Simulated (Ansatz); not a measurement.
Z-matrix (Å, degrees):
```
C
Si 1 1.890
Al 1 1.980 2 112.3
F 1 1.410 2 109.6 3 -125.3
H 1 1.102 2 106.4 3 118.7
H 2 1.486 1 111.9 3 177.8
H 2 1.489 1 107.2 3 -61.6
H 2 1.488 1 110.3 3 56.3
Si 3 2.457 1 115.9 2 55.6
H 3 1.585 1 119.5 2 -121.6
H 9 1.493 3 109.5 1 -84.5
H 9 1.490 3 113.2 1 155.6
H 9 1.491 3 111.5 1 33.8
```

Total charge 0; spin multiplicity 1.

Q: List the PBE0/def2-TZVPP orbital energies in eV (Ansatz 0.2.0). (An estimate is asked.)

A: Computed: Occupied: -1802.66, -1802.36, -1528.10, -673.63, -279.78, -145.02, -144.74, -113.99, -99.68, -99.67, -99.67, -99.39, -99.39, -99.38, -74.12, -73.90, -73.88, -33.14, -19.18, -15.16, -15.05, -13.78, -13.04, -12.35, -10.72, -10.16, -9.98, -9.84, -9.74, -9.04, -8.10, -7.43. Lowest empty: -2.06, -0.20, 0.04, 0.30, 0.96, 1.09, 1.22, 1.51.
